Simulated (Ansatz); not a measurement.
C6H8O2 (`O=C1CCCC(=O)C1`). Charge 0, multiplicity 1.

```xyz
16

O    -2.046    1.594   -0.835
C    -1.079    0.983   -0.464
C    -0.222    0.172   -1.412
C     1.032   -0.392   -0.761
C     0.686   -1.162    0.504
C    -0.163   -0.371    1.476
O    -0.439   -0.784    2.571
C    -0.651    0.975    0.987
H     0.001    0.798   -2.279
H    -0.860   -0.640   -1.783
H     1.726    0.422   -0.524
H     1.558   -1.043   -1.463
H     0.111   -2.063    0.259
H     1.573   -1.508    1.040
H    -1.439    1.363    1.630
H     0.212    1.655    1.054
```

**Question.** List the harmonic frequencies (cm⁻¹, unscaled) at PBE0-D4/def2-TZVP in Ansatz. (Estimate.)

**Answer.** The calculation gave: 44, 81, 263, 361, 423, 428, 498, 527, 529, 566, 718, 800, 826, 854, 931, 960, 1045, 1076, 1084, 1146, 1207, 1227, 1268, 1270, 1276, 1348, 1354, 1377, 1414, 1428, 1443, 1496, 1821, 1841, 3022, 3045, 3049, 3056, 3106, 3109, 3112, 3162.

**Question.** Is this a minimum?

**Answer.** Yes, all 42 modes are real.

**Question.** Give the ideal-gas thermochemistry at 298.15 K and 1 bar (rigid rotor, harmonic oscillator; point group Cs, symmetry number 1).

**Answer.** Zero-point energy 344.4 kJ/mol; H(298) − E = 366.1 kJ/mol; entropy 358.4 J/(mol·K), of which translation 167.7, rotation 117.6, vibration 73.0; G(298) − E = 259.2 kJ/mol. Modes under 100 cm⁻¹ are hindered rotations or soft bends, so the harmonic entropy is rough.
